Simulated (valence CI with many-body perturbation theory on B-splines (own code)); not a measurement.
Which ion has this spectrum?

A relativistic CI+MBPT calculation for an atom or ion with 42 electrons gives these levels (eV):

```csv
J,Parity,E,g
4,even,0.000,1.26
2,even,2.976,1.28
0,even,10.138,
3,even,21.523,1.36
4,even,22.424,1.18
1,even,23.491,1.29
5,even,25.887,1.13
6,even,26.183,1.11
2,even,28.354,0.98
3,even,29.019,1.06
0,even,32.449,
1,even,34.177,1.19
2,even,34.455,1.12
4,even,34.594,1.05
```

The energies are calculated, and their last digits are not significant.

Problem. Which is it?
A. Au37+
B. Pb40+
C. Hg38+
D. Pt36+

Solution. A. Au37+, ground level (4d3/2^4 4d5/2^2) J=4.
